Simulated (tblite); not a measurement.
Species: C₇H₅S₂ (charge +1).
Cartesian coordinates in Å at the GFN2-xTB level; atoms count from 1:
```xyz
14
C7H5S2 angstrom
C      2.772   -1.371   -0.119
C      2.250   -0.284   -0.105
C      1.732    1.014   -0.094
C      0.434    1.381   -0.037
C     -0.702    0.507    0.026
C     -0.720   -0.859    0.041
S     -2.237   -1.635    0.121
C     -3.127   -0.214    0.149
S     -2.290    1.238    0.093
H      3.230   -2.317   -0.130
H      2.484    1.792   -0.136
H      0.202    2.436   -0.037
H      0.173   -1.460    0.006
H     -4.202   -0.229    0.200
```

Calculated harmonic vibrations of the isolated species, GFN2-xTB (tblite), most abundant isotopes, no scaling. Against measured fundamentals such values can be off by several per cent, at times by over 20. One conformer, not necessarily the lowest.

Harmonic wavenumbers (cm⁻¹): 37.4, 109.6, 145.7, 188.8, 267.5, 317.2, 330.4, 410.3, 461.2, 504.7, 560.5, 596.7, 665.7, 679.1, 707.1, 753.4, 756.4, 800.1, 844.6, 896.5, 902.1, 937.3, 980.3, 1091.4, 1106.5, 1146.8, 1216.2, 1349.5, 1469.0, 1586.6, 2213.9, 3053.2, 3088.8, 3114.5, 3123.5, 3374.4.

A = 2278, B = 837.3, C = 612.3 MHz; mass 152.983 u (most abundant isotopes); point group Cs, symmetry number 1.

Zero-point energy?

½Σν̃ = 19893 cm⁻¹ = 237.98 kJ/mol.

Entropy at 273.15 K, 1 bar (ideal gas, RRHO, classical rotation)?

Translation 169.77, rotation 124.43, vibration 89.85: S = 384.0 J/(mol K).

And Cp and H(273.15 K) − H(0)?

Cp = 137.63 J/(mol K), of which vibrations give 104.37 (their classical limit is 36 R = 299.3); H(273.15 K) − H(0) = 22.53 kJ/mol without the zero-point energy, 13.44 from vibrations.

What must be added to the electronic energy to get the Gibbs energy at 273.15 K and 1 bar?

ZPE + [H(273.15 K) − H(0)] − T·S = 237.98 + 22.53 − 104.90 = 155.61 kJ/mol.

Blend soft modes into free rotors: weight 1/[1 + (100 cm⁻¹/ν̃)⁴] for the oscillator and the rest for a rotor with moment μB/(μ + B), μ = h/(8π²ν), B = 10⁻⁴⁴ kg m². What vibrational entropy results?

83.05 J/(mol K) in place of 89.85, which changes −T·S at 273.15 K by +1.86 kJ/mol.

How do the functions run with temperature in this model?

```
 T (K)  S (J/(mol K))  Cp (J/(mol K))  H − H(0) (kJ/mol)  G − H(0) (kJ/mol)  ln q(vib)
    50          248.3            48.4               1.99             -10.42       0.48
   100          287.5            66.9               4.87             -23.88       1.35
298.15          396.5           147.2              26.09             -92.13       5.43
373.15          432.4           172.9              38.12            -123.23       7.09
   500          487.9           205.9              62.28            -181.67       9.90
   750          579.7           245.8             119.23            -315.57      15.18
  1000          654.0           269.7             183.88            -470.08      19.96
```

q(vib) and H(0) count from the zero-point level.

Which modes carry the vibrational entropy at 273.15 K?

37.4 cm⁻¹: 21.84; 109.6 cm⁻¹: 13.00; 145.7 cm⁻¹: 10.72; 188.8 cm⁻¹: 8.69; 267.5 cm⁻¹: 6.12; 317.2 cm⁻¹: 4.95 J/(mol K); the other 30 give 24.54 together.

Hindered rotation and anharmonicity are outside this model. Other conformers, if any are populated, would add a mixing term that is left out.

On Arm Neoverse N1, one thread, shared host with 64 logical CPUs at a one-minute load of 55, this took 0.89 s. The figure is for the frequency step alone.
